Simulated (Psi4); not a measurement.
aluminum atom (Al), doublet. Base run: Psi4 with PBE/pcseg-1.

Geometry (Å):
```xyz
1

Al     0.0000     0.0000     0.0000
```
Charge 0, spin multiplicity 2.
Orbitals are unrestricted.
All else is at Psi4's defaults (density fitting).
Base energy -242.21440 Eh.

Variants of this job, named by their change:

```tsv
change	ΔE vs base (mEh)	SCF cycles	grid points	basis functions
base	0.000	7	21412	18
cholesky_tolerance = 1e-3 (with scf_type cd)	-0.212	7	21412	18
dft_spherical_points = 194	0.000	7	13768	18
e_convergence = 1e-10	0.000	8	21412	18
dft_radial_points = 50	-0.007	7	14194	18
d_convergence = 1e-4	0.000	6	21412	18
guess = gwh	0.000	7	21412	18
scf_type = disk_df	0.000	7	21412	18
df_basis_scf = cc-pvqz-jkfit	0.011	7	21412	18
dft_basis_tolerance = 1e-8	0.000	7	20506	18
dft_nuclear_scheme = stratmann	0.000	7	21412	18
guess = core	0.000	7	21412	18
level_shift = 0.3	0.000	8	21412	18
```

Open shells are given as the SCF converged; they aren't shown to be the lowest states, and a large step between rows can be another state.
